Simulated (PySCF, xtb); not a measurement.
C₃H₁₀OSi₂, SMILES C=C([SiH3])C[SiH2]O.

xtb with GFN2-xTB at its own geometry gives an orbital gap of 4.22 eV and a dipole moment of 1.65 D.

The structure is a stationary point at PBE0-D3(BJ)/def2-SVP. This is a generated structure with no PubChem entry under its InChIKey; it may be hypothetical. The values are those of a single conformer.

### Question
What does PySCF with PBE/def2-TZVP give? (Estimate from the structure and the level; the computed values follow.)

### Answer
gap 4.72 eV (levels -6.18 and -1.46 eV), dipole 2.00 D.
